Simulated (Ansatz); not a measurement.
Cd2SCl2. The state is a singlet with charge 0. Geometry relaxed at r2SCAN-D4/def2-SVP.

```xyz
5

Cd   -1.090   -0.036   -1.376
Cd    0.672   -0.278    1.598
S    -1.360   -1.011    0.724
Cl   -0.876    0.906   -3.450
Cl    2.654    0.420    2.504
```

In the def2 sets Cd takes a core potential; there is no spin–orbit coupling. The structure comes from a short search, and lower isomers may exist.

**Question.** Estimate the harmonic wavenumbers at RKS r2SCAN-D4/def2-SVP (Ansatz, unscaled). Is this a minimum?

**Answer.** 32, 71, 72, 94, 98, 319, 332, 414, 415 cm⁻¹. Yes, no mode is imaginary beyond noise. Zero-point energy 11.1 kJ/mol. Hardware: 4 threads of Arm Neoverse V1 on a shared host. Wall time 68 s.
